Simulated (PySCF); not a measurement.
Polarisability and C₆ of Tc⁺ (technetium, charge +1)

[Kr] 4d5 5s1, high-spin 7S determinant. Calculation: PySCF 2.14, in ANO-RCC-VTZP (7s6p4d2f1g, 68 functions); scalar relativity by spin-free X2C-1e. Coupled (time-dependent) response in atomic units; α is the mean over directions. The basis has no added diffuse functions, which lowers α and C₆.

```tsv
method	mean α (bohr³)	C₆ (like pair)	S(−4)
UHF	46.22	344.3	1538
PBE	33.11	237.9	658.7
PBE0	35.40	254.8	790.2
```

S(−4) is the Cauchy moment in α(ω) = α(0) + S(−4) ω² + …

α(iu) at PBE:

```json
{"u (hartree)": "0", "α(iu) (bohr³)": "33.11"}
{"u (hartree)": "0.0500", "α(iu) (bohr³)": "31.57"}
{"u (hartree)": "0.100", "α(iu) (bohr³)": "27.88"}
{"u (hartree)": "0.200", "α(iu) (bohr³)": "19.99"}
{"u (hartree)": "0.300", "α(iu) (bohr³)": "14.66"}
{"u (hartree)": "0.500", "α(iu) (bohr³)": "9.320"}
{"u (hartree)": "0.750", "α(iu) (bohr³)": "6.406"}
{"u (hartree)": "1.00", "α(iu) (bohr³)": "4.825"}
{"u (hartree)": "1.50", "α(iu) (bohr³)": "3.059"}
{"u (hartree)": "2.00", "α(iu) (bohr³)": "2.097"}
{"u (hartree)": "3.00", "α(iu) (bohr³)": "1.142"}
{"u (hartree)": "5.00", "α(iu) (bohr³)": "0.4833"}
```

A single London oscillator, α(iu) = α/(1 + u²/ω²), gives C₆ = (3/4) ω α². Matching the computed C₆ needs ω = 4 × 237.9 / (3 × 33.11²) = 0.289 hartree.

For an ion, C₆ is the dispersion term alone; charge-induced terms of lower order in 1/R come first.
